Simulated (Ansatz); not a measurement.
Coupled-cluster diagnostics for Na6H6, Ansatz.

Geometry of the singlet (PBE-D4/def2-SVP):

```xyz
12

Na   -1.0510   -2.1444   -0.2118
Na    2.2146   -0.5820   -0.7216
Na   -2.2112    0.5782    0.7241
Na    1.0474    2.1417    0.2078
Na    0.3591    0.0239    2.3703
Na   -0.3591   -0.0200   -2.3678
H    -2.1490   -0.3620   -1.2177
H     2.1484    0.3597    1.2171
H     0.6787   -1.8968   -1.4716
H    -1.2571   -1.2613    1.7455
H    -0.6780    1.8985    1.4751
H     1.2572    1.2644   -1.7494
```

Correlated methods freeze 6 core orbitals; core or outer-core shells of Na are correlated, in sets that lack core-valence functions. The structure comes from a short search, and lower isomers may exist.

(1) Estimate the CCSD(T) correlation energy, the shares of MP2 and (T), T1 and the reference's ⟨S²⟩ for: charge 0, singlet, own geometry in def2-SVP; charge 1, doublet, vertical in def2-SVP; and the rough time on 4 threads of Arm Neoverse N1 on a shared host.

## Answers

(1) 
```json
{"state": "charge 0, singlet, own geometry", "basis": "def2-SVP", "correlation (eV)": "-5.133", "MP2 share (%)": "76.5", "(T) share (%)": "0.9", "T1": "0.005", "⟨S²⟩ (pure)": "0.00 (0.00)", "wall time": "50 s"}
{"state": "charge 1, doublet, vertical", "basis": "def2-SVP", "correlation (eV)": "-4.736", "MP2 share (%)": "72.3", "(T) share (%)": "2.4", "T1": "0.039", "⟨S²⟩ (pure)": "0.77 (0.75)", "wall time": "6.1 min"}
```
Customary marks for T1 are 0.02 (closed shells), 0.045 (open shells) and about 0.05 (3d metals). T1 exceeds 0.02 in 1 of 2 rows and 0.045 in 0; the higher it lies, the less the single-reference result can be trusted.
